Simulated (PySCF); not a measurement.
## Vibration and rotation of GdH

ROHF-CCSD(T) constants of GdH, octet, about 7.0 electrons in the 4f shell (Mulliken) (PySCF, spin-free X2C with a Gaussian nucleus, basis sets Gd x2c-SVPall, H x2c-SVPall; masses 157.9241 and 1.0078 u):

* ωe: 1539.0 cm⁻¹
* ωexe: 20.7 cm⁻¹
* Be: 4.4398 cm⁻¹
* αe: 0.0740 cm⁻¹
* De to Gd (4f7 5d1 6s2) + H: 2.49 eV

**Question.** What force constant and bond length do these constants imply?

**Answer.** Reduced mass μred = 1.0014 u; k = 5.8918×10⁻⁷·μred·ωe² (u, cm⁻¹, mdyn/Å) = 1.40 mdyn/Å; Re = √(16.8576/(μred·Be)) (u, cm⁻¹, Å) = 1.947 Å.

**Question.** Estimate the centrifugal constant D from the Kratzer relation and find the Dunham coefficient a1.

**Answer.** D = 4Be³/ωe² = 0.000148 cm⁻¹; a1 = −1 − αeωe/(6Be²) = -1.96.

Correlated steps freeze 18 core orbitals. Correlated levels converge slowly with the basis: in double zeta they bind strong bonds too weakly, by up to about 1 eV, and carry superposition errors of some tenths. These are scalar-relativistic numbers at best; spin–orbit coupling would shift them, the dissociation energy most. With d or f electrons several states lie close, and the lowest PBE0 determinant need not be the measured ground state.
